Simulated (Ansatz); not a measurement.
Consider the decarboxylation: `CC(=O)OBF` → `CBF` + `O=C=O`.

Gas-phase electronic energies from Ansatz, PBE0-D4/def2-TZVP geometries. CCSD(T)/CBS is the MP2 limit (def2-TZVPP, def2-QZVPP) plus CCSD(T) − MP2 in def2-TZVPP, frozen cores. This one scheme is used for every species. Functionals use def2-TZVPP. B3LYP here is the variant with VWN-RPA as its local correlation; programs differ in this. HSE06 is defined as in plane-wave codes. One conformer a species, not always the lowest.

`CC(=O)OBF`:

Cartesian coordinates in Å:
```
C 0.302 1.399 0.811
C -0.264 0.477 -0.216
O -0.783 0.792 -1.241
O -0.149 -0.831 0.183
B -0.155 -1.870 -0.705
F -0.224 -3.074 -0.174
H 1.358 1.169 0.970
H -0.207 1.238 1.763
H 0.184 2.430 0.489
H -0.061 -1.731 -1.881
```

`CBF`:

Cartesian coordinates in Å:
```
C 0.359 -0.581 -0.082
B -0.450 0.730 0.112
F -0.881 1.418 -0.938
H 0.524 -0.851 -1.126
H -0.155 -1.408 0.423
H 1.328 -0.496 0.423
H -0.725 1.187 1.189
```

`O=C=O`:

```xyz
3

O     0.217    0.701   -0.895
C     0.000    0.000    0.000
O    -0.217   -0.701    0.894
```

```json
{"level": "LDA (SPW92)", "ΔE (kJ/mol)": "117.2", "difference from CCSD(T)/CBS": "35.0"}
{"level": "PBE-D4", "ΔE (kJ/mol)": "68.4", "difference from CCSD(T)/CBS": "-13.8"}
{"level": "revPBE-D4", "ΔE (kJ/mol)": "59.4", "difference from CCSD(T)/CBS": "-22.8"}
{"level": "BLYP-D4", "ΔE (kJ/mol)": "57.9", "difference from CCSD(T)/CBS": "-24.3"}
{"level": "r2SCAN-D4", "ΔE (kJ/mol)": "75.2", "difference from CCSD(T)/CBS": "-7.0"}
{"level": "B3LYP-D4", "ΔE (kJ/mol)": "72.7", "difference from CCSD(T)/CBS": "-9.5"}
{"level": "r2SCANh-D4", "ΔE (kJ/mol)": "80.1", "difference from CCSD(T)/CBS": "-2.1"}
{"level": "r2SCAN0-D4", "ΔE (kJ/mol)": "87.5", "difference from CCSD(T)/CBS": "5.3"}
{"level": "HSE06-D4", "ΔE (kJ/mol)": "82.6", "difference from CCSD(T)/CBS": "0.4"}
{"level": "BHLYP-D4", "ΔE (kJ/mol)": "90.1", "difference from CCSD(T)/CBS": "7.9"}
{"level": "CAM-B3LYP-D4", "ΔE (kJ/mol)": "87.3", "difference from CCSD(T)/CBS": "5.1"}
{"level": "ωB97X-V", "ΔE (kJ/mol)": "83.5", "difference from CCSD(T)/CBS": "1.3"}
{"level": "ωB97M-V", "ΔE (kJ/mol)": "83.1", "difference from CCSD(T)/CBS": "0.9"}
{"level": "B2PLYP", "ΔE (kJ/mol)": "64.5", "difference from CCSD(T)/CBS": "-17.7"}
{"level": "PBE-QIDH", "ΔE (kJ/mol)": "82.6", "difference from CCSD(T)/CBS": "0.4"}
{"level": "PBE", "ΔE (kJ/mol)": "61.5", "difference from CCSD(T)/CBS": "-20.7"}
{"level": "revPBE", "ΔE (kJ/mol)": "38.1", "difference from CCSD(T)/CBS": "-44.1"}
{"level": "BLYP", "ΔE (kJ/mol)": "43.0", "difference from CCSD(T)/CBS": "-39.2"}
{"level": "r2SCAN", "ΔE (kJ/mol)": "73.3", "difference from CCSD(T)/CBS": "-8.9"}
{"level": "PBE0", "ΔE (kJ/mol)": "76.8", "difference from CCSD(T)/CBS": "-5.4"}
{"level": "B3LYP", "ΔE (kJ/mol)": "61.8", "difference from CCSD(T)/CBS": "-20.4"}
{"level": "r2SCANh", "ΔE (kJ/mol)": "78.1", "difference from CCSD(T)/CBS": "-4.1"}
{"level": "HSE06", "ΔE (kJ/mol)": "77.1", "difference from CCSD(T)/CBS": "-5.1"}
{"level": "BHLYP", "ΔE (kJ/mol)": "82.2", "difference from CCSD(T)/CBS": "0.0"}
{"level": "LC-ωPBE", "ΔE (kJ/mol)": "79.0", "difference from CCSD(T)/CBS": "-3.2"}
{"level": "RPA@PBE/def2-TZVPP", "ΔE (kJ/mol)": "65.8", "difference from CCSD(T)/CBS": "-16.4"}
{"level": "HF/def2-SVP", "ΔE (kJ/mol)": "81.4", "difference from CCSD(T)/CBS": "-0.8"}
{"level": "MP2/def2-SVP", "ΔE (kJ/mol)": "66.3", "difference from CCSD(T)/CBS": "-15.9"}
{"level": "CCSD/def2-SVP", "ΔE (kJ/mol)": "80.6", "difference from CCSD(T)/CBS": "-1.6"}
{"level": "HF/def2-TZVPP", "ΔE (kJ/mol)": "68.3", "difference from CCSD(T)/CBS": "-13.9"}
{"level": "MP2/def2-TZVPP", "ΔE (kJ/mol)": "68.4", "difference from CCSD(T)/CBS": "-13.8"}
{"level": "SCS-MP2/def2-TZVPP", "ΔE (kJ/mol)": "64.3", "difference from CCSD(T)/CBS": "-17.9"}
{"level": "CCSD/def2-TZVPP", "ΔE (kJ/mol)": "79.2", "difference from CCSD(T)/CBS": "-3.0"}
{"level": "CCSD(T)/def2-TZVPP", "ΔE (kJ/mol)": "76.5", "difference from CCSD(T)/CBS": "-5.7"}
{"level": "HF/def2-QZVPP", "ΔE (kJ/mol)": "69.4", "difference from CCSD(T)/CBS": "-12.8"}
{"level": "MP2/def2-QZVPP", "ΔE (kJ/mol)": "72.0", "difference from CCSD(T)/CBS": "-10.2"}
{"level": "SCS-MP2/def2-QZVPP", "ΔE (kJ/mol)": "67.8", "difference from CCSD(T)/CBS": "-14.4"}
{"level": "HF/CBS(def2)", "ΔE (kJ/mol)": "69.6", "difference from CCSD(T)/CBS": "-12.6"}
{"level": "MP2/CBS(def2)", "ΔE (kJ/mol)": "74.1", "difference from CCSD(T)/CBS": "-8.1"}
{"level": "CCSD/CBS(def2)", "ΔE (kJ/mol)": "84.9", "difference from CCSD(T)/CBS": "2.7"}
{"level": "CCSD(T)/CBS", "ΔE (kJ/mol)": "82.2", "difference from CCSD(T)/CBS": "0"}
```

Largest T1 diagnostic among the species: 0.018.

The D4 term adds +10.9 kJ/mol with B3LYP and +5.9 kJ/mol with PBE0; it sums over pairs of atoms, weighted by their polarisabilities, and B3LYP, whose exchange is more repulsive, gets the larger term. From BLYP to BHLYP (50 % exact exchange), in def2-TZVPP and without D4, ΔE moves by +39.3 kJ/mol.
